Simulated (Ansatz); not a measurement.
Calculated with Ansatz (gas phase, PBE0-D4/def2-TZVP geometries, no zero-point term in ΔE). CCSD(T)/CBS is the MP2 limit (def2-TZVPP, def2-QZVPP) plus CCSD(T) − MP2 in def2-TZVPP, frozen cores. This one scheme is used for every species. DFT in def2-TZVPP. HSE06 is defined as in plane-wave codes. def2 core potentials past Kr. For Te outer-core shells are correlated without core-valence functions, which leaves a few kJ/mol of doubt a bond. One conformer a species, not always the lowest.

`OC[TeH]` + `[CH3][AlH2]` → `[CH3][AlH][TeH]` + CH₃OH  (formal exchange of groups at a Te–C bond)

**Question.** Is it downhill or uphill in electronic energy at CCSD(T)/CBS, and by how much? (Estimate.)

**Answer.** Computed: Downhill: ΔE = -163.0 kJ/mol.

**Question.** What do these levels give: LDA (SPW92), HSE06-D4, BHLYP-D4, PBE-QIDH, r2SCAN, CAM-B3LYP, MP2/def2-SVP, CCSD/def2-SVP, MP2/def2-TZVPP, SCS-MP2/def2-TZVPP, CCSD(T)/def2-TZVPP, MP2/def2-QZVPP? (An estimate is asked.)

**Answer.** Computed: LDA (SPW92) -154.5, HSE06-D4 -165.1, BHLYP-D4 -167.5, PBE-QIDH -170.3, r2SCAN -162.2, CAM-B3LYP -158.4, MP2/def2-SVP -172.2, CCSD/def2-SVP -171.8, MP2/def2-TZVPP -166.7, SCS-MP2/def2-TZVPP -162.6, CCSD(T)/def2-TZVPP -162.3, MP2/def2-QZVPP -166.6 kJ/mol.

Largest T1 diagnostic among the species: 0.011.

From r2SCAN to r2SCAN0 (25 % exact exchange), in def2-TZVPP and without D4, ΔE moves by −7.1 kJ/mol. At CCSD(T), def2-SVP lies −6.3 kJ/mol from the extrapolated value and def2-TZVPP +0.7 kJ/mol.
